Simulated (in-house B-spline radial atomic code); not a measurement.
The numbers below are computed, except where a source is named.
## Ca in electron gases of falling density

A nucleus sits in a uniform electron gas with a rigid positive background. The Kohn-Sham equations are solved self-consistently in the spin-unpolarised LDA (PW92), non-relativistic, on B-splines with outgoing waves at the boundary and partial waves to l = 8. The model has no lattice, no bands and no magnetic solution. Atomic units; δ_l are the phase shifts at the Fermi level, counted so that each bound state adds π, and good to about 0.0005.

```tsv
r_s (bohr)	k_F	δ0/π	δ1/π	δ2/π	shallowest bound level (hartree)	σ_tr (bohr²)	Q (a.u.)
1.5	1.2794	2.468	1.712	0.414	p -0.179	33.89	3.068
1.65	1.1631	2.529	1.762	0.390	p -0.253	43.24	2.673
1.8	1.0662	2.584	1.805	0.366	p -0.321	52.13	2.275
2	0.9596	2.651	1.855	0.336	p -0.4	61.86	1.772
2.07	0.9271	2.673	1.871	0.326	p -0.425	64.49	1.609
2.2	0.8723	2.712	1.898	0.308	p -0.467	68.15	1.333
2.4	0.7996	2.768	1.935	0.282	p -0.524	70.60	0.975
2.67	0.7188	2.838	1.978	0.248	p -0.587	68.25	0.615
3	0.6397	2.916	2.021	0.211	p -0.649	58.74	0.332
3.3	0.5816	2.982	2.054	0.181	p -0.693	46.97	0.181
3.6	0.5331	3.042	2.082	0.153	p -0.729	35.46	0.097
4	0.4798	3.114	2.113	0.120	p -0.766	24.72	0.044
```

Q = n k_F σ_tr, with n = 3/(4π r_s³).

Question: How does the screening charge move between partial waves as the gas thins?

Answer: By (2/π)(2l + 1) δ_l, at r_s = 1.5 it is s 4.94, p 10.27, d 4.14, f and beyond 0.64, and at r_s = 4 s 6.23, p 12.68, d 1.20, f and beyond -0.11. The free atom is [Ar] 4s2.

Question: What end-to-end powers of r_s do the first and last rows give for σ_tr and Q?

Answer: σ_tr goes as r_s^-0.32 and Q as r_s^-4.32. Since n k_F/k_F² goes as r_s⁻², Q = 4π n Σ/k_F would fall as r_s⁻² at fixed phase shifts; the sum Σ (l + 1) sin²(δ_l − δ_(l+1)) is 4.415 in the first row and 0.453 in the last, and ranges from 0.45 to 4.72 between them, so these powers are no law.
